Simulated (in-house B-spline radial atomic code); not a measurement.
RPA and G0W0 on B3LYP (VWN-RPA): Cu

Configuration [Ar] 3d10 4s1, highest spin, mean-field start B3LYP (VWN-RPA). Computed with a B-spline radial code for spherical atoms: all electrons, scalar-relativistic (spin-free one-electron X2C), finite nucleus, each spin shell either full or empty, empty states to l = 9 with an (l + 1/2)⁻⁴ tail; G0W0 by contour deformation at full frequency.

RPA overbinds a lone outer s electron by self-correlation, and G0W0 tends to as well.

Command:
```bash
python run_gw.py task.json out
```
Settings (radii: box in bohr, nucleus in fm):
```
Z                        29
electrons                29
configuration            [Ar] 3d10 4s1
hamiltonian              x2c
method                   b3lyp
lmax                     9
rms_radius               3.8823
spin_polarised           True
box_radius               40
intervals                73
ion_configuration        [Ar] 3d10
```

Time taken, with all properties: 9.3 s on 1 thread of Arm Neoverse N1, on a shared host.

Energies (hartree):

```
                                     term        value
                         mean-field total  -1654.87849
Hartree-Fock functional on these orbitals  -1653.15823
                      direct second order      -2.8578
                    second-order exchange      0.80123
                         SOSEX correction      0.69109
```

Q: What is the RPA correlation energy, and what remains with SOSEX?

A: RPA gives -2.2109 hartree (-2.07 eV per electron); RPA + SOSEX gives -1.5198, and the second-order doubles -2.0566 hartree (no singles). SOSEX takes back 31 % of the RPA value.

Quasi-particle levels (eV):

```json
{"level": "4s up", "occupied": "yes", "mean field": "-5.503", "Σx - vxc": "-1.62", "Σc": "?", "QP weight": "?", "G0W0": "?"}
{"level": "4s down", "occupied": "no", "mean field": "-3.441", "Σx - vxc": "4.46", "Σc": "-2.29", "QP weight": "0.867", "G0W0": "-1.264"}
```

G0W0 = mean field + (Σx - vxc) + Σc, with Σc (partial-wave tail included) taken at the quasi-particle energy. Only the outer levels were computed. Levels of low weight are left out.

Q: Where does G0W0 put 4s up?

A: At -8.088 eV, with Σc = -0.97 eV and a quasi-particle weight of 0.856. The tabulated removal energy is 7.726 eV (NIST, measured); the calculation leaves out spin-orbit coupling, Breit and QED terms, and what these don't explain is the method's own error.

Q: What does it cost to remove one electron (to [Ar] 3d10) by differences of total energies, each species on its own start (correlation terms add to the Hartree-Fock functional)?

A: B3LYP (VWN-RPA) 8.251 eV, Hartree-Fock functional 6.357 eV, + RPA 8.170 eV, + RPA + SOSEX 7.465 eV, + second order 9.085 eV. Tabulated: 7.726 eV (NIST, measured); the calculation leaves out spin-orbit coupling, Breit and QED terms, and what these don't explain is the method's own error.
